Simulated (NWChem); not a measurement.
HfHF3; SMILES [F][HfH]([F])[F]

All runs: NWChem. Structure relaxed at the PBE0/def2-SVP level. def2 effective core potentials on Hf; no spin-orbit coupling. Ions are spin-unrestricted doublets at the neutral geometry; other ion states weren't tried. Functional: LC-ωPBE (HJS hole) with def2-SVP; rows give the range parameter ω in 1/bohr.

| range parameter (1/bohr) | vertical ionisation energy, ΔSCF (eV) | −ε(HOMO) (eV) | ΔSCF minus −ε(HOMO) (eV) |
|---|---|---|---|
| 0.15 | 11.61 | 9.91 | 1.70 |
| 0.25 | (withheld) | (withheld) | (withheld) |
| 0.40 | 15.28 | 12.01 | 3.27 |
| 0.50 | 15.75 | 12.46 | 3.29 |
| 0.80 | 12.16 | 13.14 | -0.98 |

Question: What belongs in the gaps?

Answer: 
- 0.25, vertical ionisation energy, ΔSCF (eV): 14.40
- 0.25, −ε(HOMO) (eV): 10.96
- 0.25, ΔSCF minus −ε(HOMO) (eV): 3.44
